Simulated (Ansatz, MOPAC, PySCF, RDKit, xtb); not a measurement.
Noncovalent pair: CH4 (SMILES C) (first 5 atoms) with SiH4 (SMILES [SiH4]); geometry from B3LYP-D3(BJ)/def2-TZVP, rigid monomers moved along the line of their centres of mass till C1···Si6 is 5.30 Å.
(charge 0, multiplicity 1):
```
atom    x (Å)    y (Å)    z (Å)
----  -------  -------  -------
C      0.0891  -0.0428  -0.0409
H     -0.9528   0.0525   0.2618
H      0.5038  -0.9627   0.3689
H      0.1500  -0.0702  -1.1280
H      0.6554   0.8092   0.3327
Si    -0.1591   0.0772   5.2522
H      0.3693  -1.2339   4.8145
H     -1.5130   0.2783   4.6899
H      0.7381   1.1552   4.7804
H     -0.2310   0.1095   6.7309
```

Monomers are frozen at their geometry in the pair; levels with a basis set take the counterpoise correction. Rows marked so take none.

Correlated levels freeze the cores. Rows in 6-311+G** carry no dispersion term and start afresh at each structure. The state that AM1, PM7 reach isn't checked; PM7 holds dispersion and hydrogen-bond terms.

The values were computed with Ansatz (Gaussian orbitals); MOPAC for AM1, PM7 (differences of heats of formation); PySCF for 6-311+G** rows, the dispersion terms; RDKit for the force fields; xtb for the GFN methods. Each number belongs to the level named beside it.

| level | interaction energy (kcal/mol) |
|---|---|
| MMFF94 | -0.16 |
| AM1 | 0.00 |
| PM7 | -0.14 |
| GFN2-xTB | -0.23 |
| r2SCAN/def2-TZVPPD | -0.06 |
| B3LYP/6-311+G** (no counterpoise) | ___ |
| B3LYP-D4/def2-TZVPPD | -0.14 |
| wB97X-V/def2-TZVPPD | -0.17 |
| SCS-MP2/aug-cc-pV(D+d)Z | -0.12 |

**Question.** Some entries are withheld; supply them.

**Answer.** 
- B3LYP/6-311+G** (no counterpoise), interaction energy (kcal/mol): 0.05

Ansatz is a program for electronic structure.
